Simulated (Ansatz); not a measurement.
Program: Ansatz. Geometries: PBE0-D4/def2-TZVP. ΔE: electronic, gas phase. CBS: MP2 limit from def2 TZ/QZ plus the TZ coupled-cluster correction, frozen cores. DFT in def2-TZVPP. For Se outer-core shells are correlated without core-valence functions, which leaves a few kJ/mol of doubt a bond. Scalar relativity is left out up to krypton. One conformer a species, not always the lowest.

Reaction (formal exchange of groups at the Se–C bond): `C=NC[SeH]` + `[CH2]1[AlH][SiH2]1` → `[SeH][SiH]1[CH2][AlH]1` + `C=NC`

`C=NC[SeH]`:

```xyz
9

C     0.413   -0.410    1.397
N    -0.266   -0.811    0.415
C    -0.728    0.181   -0.507
Se    0.068   -0.061   -2.279
H     0.656    0.648    1.570
H     0.785   -1.135    2.119
H    -1.796    0.041   -0.687
H    -0.548    1.213   -0.182
H     1.416    0.334   -1.847
```

`[CH2]1[AlH][SiH2]1`:

```xyz
8

C    -0.398    0.256    0.786
Al    1.411    0.495    0.094
Si   -0.374   -0.573   -0.951
H    -0.395   -0.500    1.582
H    -1.153    1.007    1.014
H     2.809    1.137    0.458
H    -1.159    0.191   -1.960
H    -0.741   -2.013   -1.024
```

`[SeH][SiH]1[CH2][AlH]1`:

```xyz
9

Se   -2.066    1.189    1.446
Si   -0.919   -0.170    0.012
C     0.888   -0.684    0.301
Al    0.802   -0.058   -1.553
H    -1.256    2.374    1.136
H    -1.781   -1.380   -0.094
H     1.168   -1.608    0.804
H     1.442    0.152    0.764
H     1.722    0.183   -2.818
```

`C=NC`:

```xyz
8

C     0.319    1.234    0.253
N     0.135    0.099    0.762
C    -0.241   -0.979   -0.113
H     0.206    1.438   -0.822
H     0.605    2.068    0.893
H    -0.336   -0.681   -1.167
H     0.502   -1.778   -0.034
H    -1.191   -1.400    0.227
```

```
             level  ΔE (eV)
            PBE-D4    -1.21
               PBE    -1.21
            r2SCAN    -1.24
     HF/def2-TZVPP    -1.19
    MP2/def2-TZVPP    -1.20
SCS-MP2/def2-TZVPP    -1.16
     HF/def2-QZVPP    -1.19
    MP2/def2-QZVPP    -1.23
```

Problem. What does CCSD(T)/CBS give? (Best estimate.)

Solution. The calculation gave: -1.21 eV. The listed levels differ from it by 0.00, 0.00, -0.03, 0.02, 0.01, 0.05, 0.02, -0.02 eV.

Largest T1 diagnostic among the species: 0.013.
